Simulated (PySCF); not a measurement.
An unknown is described by computed data only.

Formula: C6H4ClNS.

| Property | Result |
| --- | --- |
| 13C NMR | chemical shifts (computed TMS as zero) by class: 152.7 (1 C), 145.8 (1 C), 131.7 (1 C), 98.7 (1 C), 89.4 (1 C), 38.2 (1 C) ppm [GIAO PBE0/pcSseg-1] |
| Triplet | lowest triplet excitation (Tamm–Dancoff): 3.08 eV [TDA B3LYP/def2-SVPD] |
| 1H NMR | chemical shifts (computed TMS as zero) by class: 7.89 (1 H), 7.23 (1 H), 4.61 (2 H) ppm [GIAO PBE0/pcSseg-1] |
| Rotational structure | rotational constants A, B, C: 3.735, 0.456, 0.415 GHz [GFN2-xTB] |
| Dipole | 1.58 D [B3LYP/def2-SVPD] |
| Polarisability | 118.9 au [B3LYP/def2-SVPD] |

Gas-phase values; electronic properties from PySCF, density fitting. Levels stand in brackets. Geometry: GFN2-xTB; no solvent, vibrations or thermal averaging. NMR values are class means; diastereotopic atoms form classes of their own.

Question: What is the compound? Reason from the data.

Answer: Numbering: `[Cl:1][CH2:2][C:3]#[C:4][c:5]1[n:6][cH:7][cH:8][s:9]1`. Its formula, C6H4ClNS, gives 5 degrees of unsaturation: 1 ring and 4 π bonds in the structure found (Kekulé form). 6 carbons fall into 6 classes; from least to most shielded: substituted aromatic carbon [C5] (152.7 ppm), aromatic CH next to a ring nitrogen [C7] (145.8 ppm), aromatic CH next to a ring sulfur [C8] (131.7 ppm), alkyne carbon [C3] (98.7 ppm), alkyne carbon [C4] (89.4 ppm), sp3 C–Cl carbon [C2] (38.2 ppm). Hydrogen classes from least to most shielded: 1 H on an aromatic CH next to a ring nitrogen, C7 (7.89 ppm), 1 H on an aromatic CH next to a ring sulfur, C8 (7.23 ppm), 2 H on an sp3 C–Cl carbon, C2 (4.61 ppm). The optimised geometry has point group C1 and is an asymmetric top. Structure: `ClCC#Cc1nccs1`. Computed isomers that give other values at the same levels: `Clc1csc2cc[nH]c12` (13C chemical shifts (computed TMS as zero) by class: 137.3 (1 C), 133.3 (1 C), 126.4 (1 C), 124.8 (1 C), 118.4 (1 C), 107.7 (1 C) ppm). The assignments are read from this structure; whether some other isomer fits the data as well wasn't checked.
